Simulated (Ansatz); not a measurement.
Basis-set extrapolation for C₂H₅ClO₂Si, SMILES `O/C=C(\Cl)[SiH2]O` (PBE0-D4/def2-TZVP geometry, frozen core, Ansatz 0.2.0). Multiplicity 1, RHF reference.

```tsv
	def2-TZVPP	def2-QZVPP
HF	-976.960392	-976.993174
MP2 correlation	-1.106887	-1.196198
CCSD(T) correlation	-1.196227	not run
```

Energies in hartree. Use E(X) = E(∞) + A·exp(−7.88·√X) for Hartree–Fock and E(X) = E(∞) + B·X^(−2.97) for correlation, with X = 3 and 4, and add CCSD(T) minus MP2 of the smaller set to the MP2 limit.

Question: What is the CCSD(T) energy at the basis-set limit?

Answer: HF limit: -976.993174 + (-0.032782) × 0.13774 = -976.99769. MP2 limit: -1.196198 + (-0.089311) × 0.74074 = -1.26235. Higher-order term: -1.196227 − (-1.106887) = -0.08934. Total: -978.34938 hartree, 506.1 kJ/mol below CCSD(T)/def2-TZVPP.
